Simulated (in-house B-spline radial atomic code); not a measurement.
Successive ionisation energies of selenium; each step leads to the configuration of the next row (after the last: bare). Dirac energy differences include first-order Breit, QED and recoil terms. NIST's values go from ground level to ground level; the uncertainty of those that are theory runs from under 0.1 % in few-electron ions to several per cent in heavy many-electron ones. Computed with a B-spline radial code for spherical atoms: Dirac-Hartree-Fock, average of the configuration, finite nuclei.

```csv
ion,configuration,ionisation energy (eV),tabulated value (eV),tabulated kind,computed minus tabulated (eV),highest orbital,largest mean radius (bohr)
Se17+,[Ne] 3s2 3p5,697.1,693.4,semi-empirical,4,3p3/2,0.50453
Se18+,[Ne] 3s2 3p4,743.0,739.8,semi-empirical,3,3p3/2,0.49965
Se19+,[Ne] 3s2 3p3,789.8,798,semi-empirical,-8,3p3/2,0.49486
Se20+,[Ne] 3s2 3p2,837.5,845.8,semi-empirical,-8,3p3/2,0.49016
Se21+,[Ne] 3s2 3p1,886.1,887,semi-empirical,-1,3p3/2,0.48556
Se22+,[Ne] 3s2,984.8,989.6,semi-empirical,-5,3s1/2,0.48105
Se23+,[Ne] 3s1,1035.6,1036.36,semi-empirical,-1,3s1/2,0.47605
Se24+,[He] 2s2 2p6,2551.4,2540.7,semi-empirical,11,2p3/2,0.19132
Se25+,[He] 2s2 2p5,?,?,semi-empirical,?,?,?
Se26+,[He] 2s2 2p4,?,?,semi-empirical,?,?,?
Se27+,[He] 2s2 2p3,2975.6,2964,semi-empirical,12,2p3/2,0.18594
Se28+,[He] 2s2 2p2,3122.9,3146,semi-empirical,-23,2p3/2,0.1842
Se29+,[He] 2s2 2p1,3273.1,3301.8,semi-empirical,-29,2p3/2,0.18248
Se30+,[He] 2s2,?,?,semi-empirical,?,?,?
Se31+,[He] 2s1,3636.3,3636.526,tabulated theory,0,2s1/2,0.17923
Se32+,1s2,15365.7,15367.49,tabulated theory,-2,1s1/2,0.043695
Se33+,1s1,15968.1,15968.11,tabulated theory,0,1s1/2,0.043199
```

(1) Fill in the row of Se25+.

(2) Fill in the row of Se26+.

(3) Fill in the row of Se30+.

(4) Where is the largest jump?

Where a p, d or f electron is removed, the computed value is a mean over both j, so it misses the tabulated one by a part of the spin-orbit splitting; averaging over terms and missing correlation add to the gap, relatively most at low charge.

## Answers

(1) ionisation energy (eV): 2689.9; tabulated value (eV): 2674; computed minus tabulated (eV): 16; highest orbital: 2p3/2; largest mean radius (bohr): 0.1895.

(2) ionisation energy (eV): 2831.3; tabulated value (eV): 2820; computed minus tabulated (eV): 11; highest orbital: 2p3/2; largest mean radius (bohr): 0.1877.

(3) ionisation energy (eV): 3499.7; tabulated value (eV): 3507; computed minus tabulated (eV): -7; highest orbital: 2s1/2; largest mean radius (bohr): 0.1808.

(4) From Se31+ to Se32+, by a factor of 4.23 (3636.3 to 15366 eV); the highest orbital goes from 2s1/2 to 1s1/2.
